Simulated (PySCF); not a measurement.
# As₂: from constants to spectrum

RHF-CCSD(T) constants of As₂, ¹Σg⁺ (singlet), closed shell (PySCF, spin-free X2C with a Gaussian nucleus, basis sets As x2c-TZVPPall; masses 74.9216 and 74.9216 u):

* ωe: 432.0 cm⁻¹
* ωexe: 0.994 cm⁻¹
* Be: 0.10059 cm⁻¹
* αe: 0.000302 cm⁻¹
* D (centrifugal): 2.18e-08 cm⁻¹
* De to As + As: 3.62 eV

Task: Give the vibrational terms G(v) and spacings up to v = 6.

Result: G(v) = ωe(v+½) − ωexe(v+½)².

```
v  G(v) (cm⁻¹)  G(v) − G(v−1)  Bv (cm⁻¹)
0        215.8                    0.1004
1        645.8          430.0     0.1001
2       1073.8          428.0     0.0998
3       1499.8          426.0     0.0995
4       1923.9          424.0     0.0992
5       2345.9          422.1     0.0989
6       2766.0          420.1     0.0986
```

Task: How well does the Morse estimate ωe²/(4ωexe) reproduce De, and what is D0?

Result: It gives 5.82 eV, 161 % of the computed De. D0 = De − G(0) = 3.62 − 0.03 = 3.59 eV.

Correlated steps freeze 18 core orbitals. Where the molecule has an RHF reference, its open-shell atoms are computed with UHF.
